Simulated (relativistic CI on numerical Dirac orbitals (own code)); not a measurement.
Slater and spin-orbit integrals, Br XVI

Calculated at this level of theory: Dirac-Coulomb-Breit CI, orbitals from a KLI potential per configuration, model QED (radiative potential, 1s self-energy scaled to tabulated hydrogen-like ionisation energies), unscaled Slater integrals (own radial code, finite nucleus).

Slater integrals F^k, G^k are unscaled and averaged over j, outside the closed core [Ne]; ζ comes from projecting the Hamiltonian with its Breit term on Σ l·s of the shell.

- 3s2 3p6 3d2: F^2(3d,3d) = 217220, F^4(3d,3d) = 139350, ζ(3d) = 4986.8 cm⁻¹; <r>(3d) = 0.4628, <r^2>(3d) = 0.2511 (bohr units).
- 3s2 3p5 3d3: ζ(3p) = 46350, F^2(3d,3d) = 216560, F^4(3d,3d) = 138910, F^2(3p,3d) = 198790, G^1(3p,3d) = 225710, G^3(3p,3d) = 146470, ζ(3d) = 4873.6 cm⁻¹; <r>(3p) = 0.4991, <r^2>(3p) = 0.2875, <r>(3d) = 0.4641, <r^2>(3d) = 0.2526 (bohr units).
- 3s 3p6 3d3: F^2(3d,3d) = 216250, F^4(3d,3d) = 138700, G^2(3s,3d) = 171880, ζ(3d) = 4949.8 cm⁻¹; <r>(3s) = 0.5036, <r^2>(3s) = 0.2889, <r>(3d) = 0.4647, <r^2>(3d) = 0.2533 (bohr units).

Q: Give the Racah parameters of the d shell in 3s2 3p6 3d2.

A: B = F²/49 − 5F⁴/441 = 2853 cm⁻¹ and C = 35F⁴/441 = 11060 cm⁻¹.

Averages of the first 10 configurations, taken without configuration mixing, which lowers the lowest level and can move excited configurations by several eV; other configurations of the list can lie among them:

```
 Configuration  Parity  States  Average energy above the lowest level (eV)
   3s2 3p6 3d2    even      45                                         5.1
   3s2 3p5 3d3     odd     720                                       108.4
    3s 3p6 3d3    even     240                                       184.4
 3s2 3p6 3d 4s    even      20                                       211.1
 3s2 3p6 3d 4p     odd      60                                       235.8
 3s2 3p6 3d 4d    even     100                                       272.8
 3s2 3p6 3d 4f     odd     140                                       304.5
   3s2 3p6 4s2    even       1                                       432.5
3s2 3p5 3d2 4s     odd     540                                       311.3
 3s2 3p6 4s 4p     odd      12                                       454.7
```
